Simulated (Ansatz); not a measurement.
Consider the ligand exchange at a Cd–S bond: `C[S][Cd][OH]` + `O[SiH3]` → `[OH][Cd][O][SiH3]` + CH₃SH.

Isolated molecules relaxed with PBE0-D4/def2-TZVP in Ansatz; ΔE leaves out vibrations. CCSD(T)/CBS is the MP2 limit (def2-TZVPP, def2-QZVPP) plus CCSD(T) − MP2 in def2-TZVPP, frozen cores. This one scheme is used for every species. DFT in def2-TZVPP. HSE06 is defined as in plane-wave codes. Elements past krypton have def2 core potentials. For Cd outer-core shells are correlated without core-valence functions, which leaves a few kJ/mol of doubt a bond. One conformer a species, not always the lowest.

```
        level  ΔE (kcal/mol)
        HSE06           14.5
  HF/def2-SVP           10.6
 MP2/def2-SVP           10.2
MP2/CBS(def2)           14.6
```

Problem. What does CCSD(T)/CBS give? (An estimate is asked.)

Solution. The calculation gave: +13.2 kcal/mol. The listed levels differ from it by 1.3, -2.6, -3.0, 1.4 kcal/mol.

Largest T1 diagnostic among the species: 0.016.

From r2SCAN to r2SCAN0 (25 % exact exchange), in def2-TZVPP and without D4, ΔE moves by +0.7 kcal/mol. Leaving LDA and LC-ωPBE aside and taking each functional with its dispersion term where it has one, the values, not all of them listed here, spread over 3.0 kcal/mol, from B97M-V to HSE06-D4. LDA lies +1.1 kcal/mol from PBE without D4. At CCSD(T), def2-SVP lies −3.6 kcal/mol from the extrapolated value and def2-TZVPP −1.9 kcal/mol.
